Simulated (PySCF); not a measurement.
Computed Raman spectrum (relative Raman activity) of a molecule C4H6Si. The structure is a stationary point at r2SCAN-D4/def2-SVP. One conformer was computed; it need not be the lowest. The numbers are results of r2SCAN-D4/def2-SVP in PySCF 2.14.0, not measurements. Frequencies are harmonic and unscaled.

```csv
ν (cm⁻¹),relative intensity
63,5.1
123,5.9
233,5.4
268,2.5
491,4.4
702,3.0
755,4.9
857,5.2
935,9.3
1010,2.7
1270,7.9
1415,11
1661,7.9
2131,100
2216,93
2226,63
3114,51
3132,76
3211,56
3459,24
```

Question: Identify the compound among the candidates.
A. C#C[SiH2]C=C
B. C=CC#C[SiH3]
C. C#C/C=C/[SiH3]
D. C1=C[SiH2]C=C1

Answer: A, C#C[SiH2]C=C
